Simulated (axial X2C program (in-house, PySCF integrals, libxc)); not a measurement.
Ω levels of NSmO from open-shell CI on f(δφ)3 f(π)0

Calculated with an axial X2C code built on PySCF integrals: two-component X2C with atomic mean-field Coulomb and Gaunt terms, basis N dyall-v2z, Sm dyall-v2z, O dyall-v2z (cores contracted in-house). Orbitals come from Hartree–Fock averaged over the configuration Sm f(δφ)3 f(π)0; CI then distributes these electrons over the f(δφ), f(π) shells of Sm.

N–Sm–O held linear, bonds 1.719 and 1.720 Å (the second held) (near the minimum of the configuration average).

Active spinors (ω > 0):

| shell | ω | ε (eV) | character |
| --- | --- | --- | --- |
| f(δφ) | 3/2 | -0.55 | 99% Sm f |
| f(δφ) | 5/2 | -0.34 | 100% Sm f |
| f(δφ) | 7/2 | 0.69 | 100% Sm f |
| f(δφ) | 5/2 | 0.70 | 100% Sm f |
| f(π) | 1/2 | 10.32 | 71% Sm f, 9% N p, 7% Sm d |
| f(π) | 3/2 | 13.21 | 75% Sm f, 9% N p, 8% Sm p |

Lowest levels of this model:

```
   Ω  energy (cm⁻¹)     g∥  μ (D)  configuration
 5/2              0   4.42   0.95    100% f(δφ)3
 3/2            308   0.88   0.95    100% f(δφ)3
 7/2           2380   8.18   0.95    100% f(δφ)3
 9/2           5927  11.72   0.95    100% f(δφ)3
 1/2           6414   1.64   0.96     99% f(δφ)3
 3/2           8815   1.76   0.96    100% f(δφ)3
15/2           9777  15.41   0.95    100% f(δφ)3
 5/2           9938   5.63   0.96    100% f(δφ)3
 7/2          11395   9.42   0.96    100% f(δφ)3
13/2          12381  12.22   0.95    100% f(δφ)3
 5/2          16211   5.15   0.95    100% f(δφ)3
 5/2          18250   4.75   0.95    100% f(δφ)3
 3/2          18527   2.85   0.96    100% f(δφ)3
 3/2          20613   2.57   0.95    100% f(δφ)3
 7/2          20718   7.86   0.95    100% f(δφ)3
17/2          21050  18.00   0.96    100% f(δφ)3
15/2          21099  15.03   0.95    100% f(δφ)3
 7/2          24513   8.00   0.95    100% f(δφ)3
 5/2          25437   5.67   0.96    100% f(δφ)3
 9/2          26810   9.84   0.97     99% f(δφ)3
 3/2          26991   2.87   0.95    100% f(δφ)3
 1/2          27385   0.08   0.96     99% f(δφ)3
```

g∥ is the magnitude of 2⟨Lz + ge Sz⟩ for the +Ω component. μ is positive if the O end is positive.

Task: From Ω and g∥ of the lowest level, whose 2⟨Lz + ge Sz⟩ is positive, find ⟨Sz⟩ and ⟨Lz⟩ (ge = 2.0023).

Result: Ω = ⟨Lz⟩ + ⟨Sz⟩ = 5/2 and ⟨Lz⟩ + ge⟨Sz⟩ = 2.210, so ⟨Sz⟩ = -0.29 and ⟨Lz⟩ = 2.79.

Occupations of the active spinors in the lowest level by ω, shell by shell in order of energy: -7/2: 0.03; -5/2: 0.45 0.00; -3/2: 0.51 0.00; -1/2: 0.00; 1/2: 0.00; 3/2: 0.77 0.00; 5/2: 0.52 0.42; 7/2: 0.29. The leading determinant has weight 0.29 among 21.

This point took 1 s on 1 thread of Arm Neoverse V2, on a shared host.

There is no dynamic correlation: spin–orbit spacings and, for f shells, spacings inside one term are the most reliable numbers, splittings between terms come out too wide, and energies between configurations are not reliable, so the lowest level need not be the ground state of the molecule. At most 6 roots were kept for each Ω > 0 (twice that for Ω = 0) within 3.5 eV of the lowest, so higher up levels can be missing between those listed; levels with Ω > 0 are doubly degenerate and listed once, Ω = 0 levels singly. States that fill the shells left empty in the average are placed too high. The molecule was held linear; bending was not examined.
